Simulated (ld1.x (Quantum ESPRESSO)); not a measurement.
An all-electron radial function and its pseudo partner (chromium (Cr))

Columns: radius, all-electron u(r) and pseudo u(r) of the 4p shell (level -0.99 eV) of chromium in the configuration [Ar] 3d5 4s1 4p0; PBE, scalar-relativistic, TM scheme, ld1.x (Quantum ESPRESSO) 7.5.

| r (bohr) | all-electron | pseudo |
| --- | --- | --- |
| 0.150 | 0.0874 | 0.0015 |
| 0.300 | 0.0165 | 0.0060 |
| 0.450 | -0.0862 | 0.0135 |
| 0.600 | -0.1428 | 0.0240 |
| 0.750 | -0.1490 | 0.0376 |
| 0.900 | -0.1206 | 0.0543 |
| 1.050 | -0.0733 | 0.0742 |
| 1.200 | -0.0181 | 0.0970 |
| 1.350 | 0.0388 | 0.1227 |
| 1.500 | 0.0937 | 0.1509 |
| 1.650 | 0.1448 | 0.1811 |
| 1.800 | 0.1915 | 0.2127 |
| 1.950 | 0.2335 | 0.2446 |
| 2.100 | 0.2707 | 0.2759 |
| 2.250 | 0.3036 | 0.3056 |
| 2.400 | 0.3323 | 0.3329 |
| 2.550 | 0.3571 | 0.3573 |
| 2.700 | 0.3783 | 0.3783 |
| 2.850 | 0.3962 | 0.3962 |
| 3.000 | 0.4109 | 0.4109 |
| 3.150 | 0.4229 | 0.4229 |
| 3.300 | 0.4321 | 0.4321 |
| 3.450 | 0.4390 | 0.4390 |
| 3.600 | 0.4438 | 0.4438 |
| 3.750 | 0.4467 | 0.4467 |
| 3.900 | 0.4478 | 0.4478 |

Task: How many radial nodes do the two functions have?

Result: The all-electron 4p function has n − l − 1 = 2; the pseudo-wave has 0, since the states of the same l below it are removed with the core.

Task: At about which radius was the pseudo-wave matched?

Result: 3.00 bohr. The columns agree to 0.0005 from 2.55 bohr on; several derivatives are matched, so the curves merge somewhat inside the radius.

Task: Is the pseudo-wave norm-conserving?

Result: Yes: the TM scheme keeps the norm inside the radius equal to the all-electron one, which fixes the energy derivative of the logarithmic derivative at the level.
